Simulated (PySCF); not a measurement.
**Electron correlation in Nb+ (niobium, charge +1)**

[Kr] 4d3 5s1, high-spin 5F determinant (an excited configuration). Calculation: PySCF 2.14, in aug-cc-pVDZ-PP with ECP28MDF; scalar relativity through the core potential. Frozen: 4s2 4p6; 4 electrons correlated.

| level | correlation energy (mhartree) |
| --- | --- |
| CCSD | -27.10 |
| (T) | -0.21 |
| CCSD(T) | -27.31 |

Diagnostics: T1 = 0.0056, D1 = 0.0101, largest double amplitude 0.019.

Is a single reference adequate?

Yes, within this model without spin-orbit coupling: T1 lies below 0.03 and no double amplitude reaches 0.07.
